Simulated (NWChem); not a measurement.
Molecule: InNH3OCl; SMILES [NH2][In]([OH])[Cl]

```xyz
7

In     0.0864    -0.3560    -0.0425
Cl    -0.3180     1.9845    -0.0657
O      2.0161    -0.9166     0.1089
H      2.5719    -0.1123     0.0912
N     -1.4816    -1.6707     0.1080
H     -1.2546    -2.5703    -0.3388
H     -2.3155    -1.2991    -0.3677
```
Atoms are numbered in this order, from 1.

All runs: NWChem. STO-3G and 3-21G are far too small for this property and stand as cheap habits. Coordinates come from a PBE-D3(BJ)/def2-SVP optimisation. def2 effective core potentials on In; no spin-orbit coupling. B3LYP is NWChem's, with the RPA form of VWN correlation. Field at 589 nm.

| level | isotropic polarisability (bohr³) | anisotropy (bohr³) | relative time |
|---|---|---|---|
| B3LYP/STO-3G (all-electron, non-relativistic) | 31.8 | 25.6 | 1 |
| B3LYP/def2-SVP (core potentials) | 53.1 | 29.6 | 3 |
| B3LYP/def2-SVPD (core potentials) | 69.0 | 28.3 | 7 |

The last column is a rough cost ratio, cheapest run = 1.
